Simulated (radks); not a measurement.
Q: Valence configurations of Gd II (all share [Xe]). Calculated with a radial shooting solver on a logarithmic mesh with Libxc functionals: scalar-relativistic Kohn-Sham, r2SCAN, spin-polarised, spherical densities, finite nucleus; open shells are filled with parallel spins first (spin-orbit coupling, left out, can overturn this in heavy ions); meta-GGA in the generalised Kohn-Sham scheme; Fermi nuclear charge, rms radius 5.1569 fm. Order these by energy: 4f8 6s1; 4f7 5d1 6p1; 4f5 5d3 6s1; 4f7 5d0.5 6s1 6p0.5; 4f7 5d1 6s1; 4f6.5 5d1 6s1 6p0.5; 4f7 6s2; 4f7.5 5d1 6p0.5; 4f6 5d2 6s1; 4f6 5d1 6s2.

A: From the lowest, in eV above it: 4f7 5d1 6s1 0.000; 4f8 6s1 0.727; 4f7 6s2 0.841; 4f7 5d0.5 6s1 6p0.5 1.552; 4f7.5 5d1 6p0.5 2.417; 4f7 5d1 6p1 3.798; 4f6.5 5d1 6s1 6p0.5 6.662; 4f6 5d2 6s1 10.820; 4f6 5d1 6s2 13.092; 4f5 5d3 6s1 27.059. NIST lists [Xe] 4f7 5d1 6s1 as the ground configuration; this level of theory agrees among the configurations tried. The energies are those of spherical high-spin densities, not of single terms.
